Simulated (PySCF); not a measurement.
C2H3O3, SMILES O(C([O])=O)C (connectivity only; charge and spin as stated), charge -1, multiplicity 1.

Geometry: B3LYP-D3(BJ)/def2-SVPD. The multiplicity is an assumed one; other spin states were not compared. The isomer is the one that the SMILES or the coordinates give; other isomers of the formula were not compared.

Computed with PBE/def2-SVPD (PySCF).

The molecule is in vacuum.

Q: Estimate the frontier levels, gap, dipole moment and polarisability. (Estimate from the structure and the level; the computed values follow.)

A: 
* **highest occupied level**: -0.01 eV
* **lowest empty level**: 3.81 eV
* **orbital gap**: 3.82 eV
* **dipole moment about the centre of nuclear charge**: 4.56 D
* **mean static polarisability**: 50.2 bohr³ (7.44 Å³)
* **polarisability, principal values**: 37.2, 50.2, 63.2 bohr³
